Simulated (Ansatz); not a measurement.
Consider the substitution at a C–N bond: `FCN[SiH3]` + H₂Te → `FC[TeH]` + `N[SiH3]`.

Program: Ansatz. Geometries: PBE0-D4/def2-TZVP. ΔE: electronic, gas phase. CCSD(T)/CBS adds triple-zeta CCSD(T) − MP2 to the extrapolated MP2 energy (def2 sets, frozen cores). This one scheme is used for every species. Functionals use def2-TZVPP. Elements past krypton have def2 core potentials. For Te outer-core shells are correlated without core-valence functions, which leaves a few kJ/mol of doubt a bond. One conformer a species, not always the lowest.

CCSD(T)/CBS gives +5.4 kJ/mol.

(1) Another level gave +16.0 kJ/mol. Which?
A. BLYP-D4/def2-TZVPP
B. HF/def2-TZVPP
C. PBE0/def2-TZVPP
D. ωB97X-V/def2-TZVPP

Largest T1 diagnostic among the species: 0.011.

Results:

(1) D. ωB97X-V 16.0, PBE0 11.6, BLYP-D4 7.4, HF/def2-TZVPP 22.1 kJ/mol.

At CCSD(T), def2-SVP lies +35.9 kJ/mol from the extrapolated value and def2-TZVPP +7.6 kJ/mol. From r2SCAN to r2SCAN0 (25 % exact exchange), in def2-TZVPP and without D4, ΔE moves by +3.4 kJ/mol. Leaving LDA and LC-ωPBE aside and taking each functional with its dispersion term where it has one, the values, not all of them listed here, spread over 10.2 kJ/mol, from BLYP-D4 to CAM-B3LYP-D4. LDA lies +11.9 kJ/mol from PBE without D4.
